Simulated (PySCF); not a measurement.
**Identify the compound**

An unknown has the formula C4H4F4O. Its calculated NMR data are:

$^{1}$H NMR (400 MHz, computed): δ 5.85 (m, 2H), 5.16 (m, 1H), 4.14 (m, 1H).

$^{13}$C{$^{1}$H} NMR (computed): δ 156.1 (C), 128.3 (C), 105.2 (CH2), 92.3 (CH2).

No solvent model, non-relativistic, averaged over atoms made equivalent by symmetry, fast rotation or ring inversion, single conformer. PBE0/pcSseg-1 with gauge-including orbitals; GFN2-xTB structure; PySCF 2.14.0 with density-fitted response routines.

δ = σ(ref) − σ, references computed at the same level: TMS for $^{1}$H (31.72 ppm), $^{13}$C (186.93 ppm).

Q: Deduce the structure.

A: 
The formula gives 1 degree of unsaturation (no ring in the answer). 4 carbon signals for 4 carbons: no two carbons are equivalent. Carbon types of the structure: 2 × C, 2 × CH2, which accounts for all hydrogens. δC 156.1: alkene carbon bearing oxygen; an sp2 carbon further deshielded by the attached heteroatom. δC 128.3: CF3 carbon; 3 electronegative neighbours deshield it. δC 105.2: sp3 CH2 bonded to F and O; 2 electronegative neighbours deshield it. δC 92.3: β carbon of an enol-ether or enamine type C=C; the O or N lone pair pushes π density onto this β carbon and shields it. δH 5.85: hydrogen on an sp3 CH2 bonded to F and O; its carbon carries F and O, an electronegative neighbour. δH 5.16, 4.14: hydrogen on a β carbon of an enol-ether or enamine type C=C.

The compound is SMILES FC(C(=C)OCF)(F)F.

The data come from this structure; uniqueness wasn't tested.

Splittings by $^{19}$F in the carbon and heteronuclear signals aren't shown, as no couplings were computed. Shifts are as computed. Against solution values, carbons near 30 ppm lie about +3 ppm off and those near 130 ppm about +5 ppm. Of 1211 compounds with measured shifts, 218 miss one by over three times the rms of a fit or turn the order of signals round; such compounds aren't used in these exercises. No couplings were computed; multiplicities are counted from neighbouring protons, with m where these are inequivalent, close in shift, in a saturated or five-membered ring or joined by F or P, and br s for small geminal =CH2 splittings.
